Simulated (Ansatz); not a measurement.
Consider the ligand exchange at the Sn–C bond: `C=[CH][SnH]([Cl])[Cl]` + H₂Se → `[Cl][SnH]([Cl])[SeH]` + ethylene.

Isolated molecules relaxed with PBE0-D4/def2-TZVP in Ansatz; ΔE leaves out vibrations. CBS: MP2 limit from def2 TZ/QZ plus the TZ coupled-cluster correction, frozen cores. This one scheme is used for every species. DFT in def2-TZVPP. def2 core potentials past Kr. For Se, Sn outer-core shells are correlated without core-valence functions, which leaves a few kJ/mol of doubt a bond. Scalar relativity is left out up to krypton. Each species was taken in one conformer, which may not be the lowest.

Task: Is it downhill or uphill in electronic energy at CCSD(T)/CBS, and by how much? (Best estimate.)

Result: Ansatz gave: Downhill: ΔE = -84.2 kJ/mol.

Task: What do these levels give: revPBE-D4, PBE-QIDH, CAM-B3LYP, RPA@PBE/def2-TZVPP, MP2/def2-TZVPP, MP2/CBS(def2)? (Best estimate.)

Result: Computed: revPBE-D4 -84.3, PBE-QIDH -84.6, CAM-B3LYP -84.0, RPA@PBE/def2-TZVPP -71.6, MP2/def2-TZVPP -78.7, MP2/CBS(def2) -86.8 kJ/mol.

Largest T1 diagnostic among the species: 0.012.

Leaving LDA and LC-ωPBE aside and taking each functional with its dispersion term where it has one, the values, not all of them listed here, spread over 9.4 kJ/mol, from BHLYP-D4 to ωB97X-V. LDA lies +7.3 kJ/mol from PBE without D4. At CCSD(T), def2-SVP lies +5.4 kJ/mol from the extrapolated value and def2-TZVPP +8.2 kJ/mol.
